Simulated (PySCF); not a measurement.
BCl₃: umbrella curve

These are results of BP86 in PySCF with B def2-TZVP, Cl def2-TZVP; no relativity; density-fitted integrals, not measurements.

Rigid scan from the singlet minimum (B–Cl 1.752 Å (×3); Cl–B–Cl 120.0° (×3)). Coordinate: angle between each bond and the threefold axis, bonds fixed. Energies in kJ/mol from the minimum.

(1) Predict the curve at 55, 60, 65, 70, 75, 80, 85, 90.

## Answers

(1) 
```csv
angle of the bonds to the threefold axis (°),E (kJ/mol),dipole size (D)
55,581.9,1.26
60,376.2,0.96
65,237.1,0.73
70,141.4,0.55
75,75.7,0.40
80,32.5,0.26
85,8.0,0.13
90,0.0,0.00
```

The scan took of the order of 70 core-seconds on a shared host.
